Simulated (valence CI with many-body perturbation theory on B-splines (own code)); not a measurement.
Ru³⁸⁺: calculated level list

Calculated by relativistic CI+MBPT: four valence electrons over a frozen Dirac-Fock core [He], radial functions for each j: 11 s, 11 p, 9 d, 7 f, 5 g, 2 h, 1 i, with the one-electron correlation potential Σ1, the two-electron term Σ2, the three-electron term Σ3, Breit, model QED; selected CI, second order for the rest (own B-spline code, finite nucleus).

The last digits are not significant, and no measured levels were compared; by estimate large intervals hold to a few tenths of a per cent, small ones and those within an open d or f shell to about a per cent. Among the levels kept, up to 260 cm⁻¹ of a level comes from second order outside the variational space, and about a tenth of that is noise between levels of different J, which matters for small intervals.

Levels 1 to 45 of 109, with energies above the lowest level, (2s^2 2p1/2^2) J=0. "Leading %" is the weight of the configuration and term that name the level; weights of strongly mixed levels are sums over their largest components and can fall short. In the jj column 3d3/2^4 stands for four electrons in 3d with j = 3/2.

| No. | Configuration | Term | J | E (× 10³ cm⁻¹) | Leading % | Leading jj | g |
| --- | --- | --- | --- | --- | --- | --- | --- |
| 1 | 2s2 2p2 | 3P | 0 | 0.00 | 74 | 2s^2 2p1/2^2 (99 %) |  |
| 2 | 2s2 2p2 | 3P | 1 | 1039.6 | 100 | 2s^2 2p1/2 2p3/2 (100 %) | 1.490 |
| 3 | 2s2 2p2 | 1D | 2 | 1144.3 | 59 | 2s^2 2p1/2 2p3/2 (99 %) | 1.193 |
| 4 | 2s 2p3 | 5S° | 2 | 2137.5 | 49 | 2s 2p1/2^2 2p3/2 (91 %) | 1.677 |
| 5 | 2s2 2p2 | 3P | 2 | 2258.3 | 58 | 2s^2 2p3/2^2 (98 %) | 1.283 |
| 6 | 2s2 2p2 | 1S | 0 | 2507.1 | 73 | 2s^2 2p3/2^2 (98 %) |  |
| 7 | 2s 2p3 | 3D° | 1 | 2542.1 | 44 | 2s 2p1/2^2 2p3/2 (94 %) | 1.014 |
| 8 | 2s 2p3 | 3D° | 2 | 3138.0 | 53 | 2s 2p1/2 2p3/2^2 (93 %) | 1.486 |
| 9 | 2s 2p3 | 3D° | 3 | 3351.4 | 100 | 2s 2p1/2 2p3/2^2 (100 %) | 1.321 |
| 10 | 2s 2p3 | 3P° | 0 | 3574.3 | 100 | 2s 2p1/2 2p3/2^2 (100 %) |  |
| 11 | 2s 2p3 | 3D° | 1 | 3655.8 | 36 | 2s 2p1/2 2p3/2^2 (96 %) | 1.275 |
| 12 | 2s 2p3 | 1D° | 2 | 3734.5 | 66 | 2s 2p1/2 2p3/2^2 (93 %) | 1.109 |
| 13 | 2s 2p3 | 3P° | 1 | 3780.5 | 38 | 2s 2p1/2 2p3/2^2 (95 %) | 1.429 |
| 14 | 2s 2p3 | 3P° | 2 | 4651.9 | 50 | 2s 2p3/2^3 (93 %) | 1.348 |
| 15 | 2p4 | 3P | 2 | 4970.2 | 72 | 2p1/2^2 2p3/2^2 (98 %) | 1.355 |
| 16 | 2s 2p3 | 1P° | 1 | 5004.6 | 48 | 2s 2p3/2^3 (95 %) | 1.235 |
| 17 | 2p4 | 1S | 0 | 5243.2 | 55 | 2p1/2^2 2p3/2^2 (97 %) |  |
| 18 | 2p4 | 3P | 1 | 6066.7 | 100 | 2p1/2 2p3/2^3 (100 %) | 1.490 |
| 19 | 2p4 | 1D | 2 | 6181.6 | 73 | 2p1/2 2p3/2^3 (99 %) | 1.121 |
| 20 | 2p4 | 3P | 0 | 7425.6 | 55 | 2p3/2^4 (98 %) |  |
| 21 | 2s2 2p 3s | 3P° | 0 | 25589 | 98 | 2s^2 2p1/2 3s (98 %) |  |
| 22 | 2s2 2p 3s | 3P° | 1 | 25607 | 68 | 2s^2 2p1/2 3s (99 %) | 1.334 |
| 23 | 2s2 2p 3p | 3D | 1 | 25938 | 72 | 2s^2 2p1/2 3p1/2 (99 %) | 0.661 |
| 24 | 2s2 2p 3p | 3P | 0 | 26114 | 71 | 2s^2 2p1/2 3p1/2 (97 %) |  |
| 25 | 2s2 2p 3p | 3P | 1 | 26315 | 41 | 2s^2 2p1/2 3p3/2 (90 %) | 1.514 |
| 26 | 2s2 2p 3p | 3D | 2 | 26346 | 58 | 2s^2 2p1/2 3p3/2 (98 %) | 1.166 |
| 27 | 2s 2p2 3s | 5P | 1 | 26605 | 57 | 2s 2p1/2^2 3s (84 %) | 2.152 |
| 28 | 2s2 2p 3d | 3F° | 2 | 26646 | 74 | 2s^2 2p1/2 3d3/2 (99 %) | 0.761 |
| 29 | 2s 2p2 3s | 3P | 0 | 26736 | 76 | 2s 2p1/2^2 3s (92 %) |  |
| 30 | 2s2 2p 3s | 3P° | 2 | 26747 | 75 | 2s^2 2p3/2 3s (75 %) | 1.439 |
| 31 | 2s2 2p 3d | 3D° | 1 | 26763 | 51 | 2s^2 2p1/2 3d3/2 (94 %) | 0.838 |
| 32 | 2s2 2p 3s | 1P° | 1 | 26803 | 67 | 2s^2 2p3/2 3s (97 %) | 1.143 |
| 33 | 2s2 2p 3d | 3F° | 3 | 26820 | 52 | 2s^2 2p1/2 3d5/2 (98 %) | 1.111 |
| 34 | 2s2 2p 3d | 3P° | 2 | 26825 | 34 | 2s^2 2p1/2 3d5/2 (76 %) | 1.322 |
| 35 | 2s 2p2 3p | 5D° | 0 | 26950 | 59 | 2s 2p1/2^2 3p1/2 (92 %) |  |
| 36 | 2s 2p2 3p | 5D° | 1 | 26965 | 31 | 2s 2p1/2^2 3p1/2 (87 %) | 1.503 |
| 37 | 2s2 2p 3p | 3P | 1 | 27178 | 52 | 2s^2 2p3/2 3p1/2 (94 %) | 1.430 |
| 38 | 2s2 2p 3p | 3D | 2 | 27200 | 39 | 2s^2 2p3/2 3p1/2 (94 %) | 1.197 |
| 39 | 2s 2p2 3p | 5P° | 2 | 27332 | 28 | 2s 2p1/2^2 3p3/2 (90 %) | 1.580 |
| 40 | 2s 2p2 3p | 3D° | 1 | 27368 | 41 | 2s 2p1/2^2 3p3/2 (91 %) | 1.059 |
| 41 | 2s2 2p 3p | 3D | 3 | 27437 | 91 | 2s^2 2p3/2 3p3/2 (91 %) | 1.334 |
| 42 | 2s2 2p 3p | 1P | 1 | 27447 | 47 | 2s^2 2p3/2 3p3/2 (95 %) | 1.399 |
| 43 | 2s 2p2 3s | 5P | 2 | 27465 | 83 | 2s 2p1/2 2p3/2 3s (92 %) | 1.736 |
| 44 | 2s2 2p 3p | 3P | 2 | 27574 | 51 | 2s^2 2p3/2 3p3/2 (85 %) | 1.316 |
| 45 | 2s 2p2 3s | 3P | 1 | 27608 | 72 | 2s 2p1/2 2p3/2 3s (93 %) | 1.581 |

The ionisation energy to 2s2 2p 2P°_1/2 of the next ion comes out as 5656.5 eV (NIST: 5647 ± 6 eV (semi-empirical)). All 109 levels together are meant to be complete up to 29148 × 10³ cm⁻¹.
